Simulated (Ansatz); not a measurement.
Abridged output of a molecular run in Ansatz:

```
Functional definition: HF
1420 factors; integrals over basis functions are off by at most 6.8e-4 eV
mean field evaluation 1: about -147201.0487 eV, gradient 4.2e1 eV
mean field evaluation 2: about -147201.0960 eV, gradient 4.2e1 eV
mean field evaluation 4: about -147204.4695 eV, gradient 2.4e0 eV
mean field evaluation 8: about -147204.5008 eV, gradient 2.4e-1 eV
mean field -147204.50113180 eV, -5409.6656377991 hartree, gradient 6.2e-6 eV, S^2 0.000000; 0 other end points of the search recorded, 0 dependent functions left out
23 core orbitals not correlated: weight in the atoms' cores, before any rotation towards them, 1.000 or more for the frozen orbitals, at most 0.000 for the correlated occupied ones
reference -147204.50113180 eV, -5409.6656377991 hartree; 27, 27 occupied and 141, 141 virtual orbitals, 1420 factors
second order -28.90281073 eV of doubles, -0.00000000 eV of singles
cycle   1  -28.18718465 eV  change    7.2e-1 eV  update   1.2e-1
cycle   2  -28.81478380 eV  change   -6.3e-1 eV  update   3.7e-2
cycle   3  -28.95485014 eV  change   -1.4e-1 eV  update   2.3e-2
cycle   4  -28.93700508 eV  change    1.8e-2 eV  update   7.2e-3
cycle   5  -28.92840370 eV  change    8.6e-3 eV  update   3.2e-3
cycle   6  -28.93044596 eV  change   -2.0e-3 eV  update   1.1e-3
cycle   7  -28.93034368 eV  change    1.0e-4 eV  update   4.3e-4
cycle   8  -28.93017051 eV  change    1.7e-4 eV  update   1.4e-4
cycle   9  -28.93024546 eV  change   -7.5e-5 eV  update   5.5e-5
cycle  10  -28.93027391 eV  change   -2.8e-5 eV  update   1.8e-5
perturbative correction -1.00650594 eV, -0.0369884112 hartree
Total energy: -147234.43791166 eV, -5410.7657941669 hartree
```

Its atoms:

Z-matrix (Å, degrees):
```
In
O 1 1.964
Br 1 2.431 2 119.0
Br 1 2.448 2 119.2 3 -180.0
H 2 0.962 1 111.8 3 -180.0
```

Problem. Which basis set was used?
A. def2-TZVPP
B. def2-SVP
C. cc-pV(Q+d)Z
D. cc-pV(D+d)Z

Solution. A. It gives 191 functions.

Problem. Write the keys of the input that set method, charge and spin (a neutral closed shell needs none for the last two).

Solution. 
```yaml
correlation: {method: ccsd_t}
```
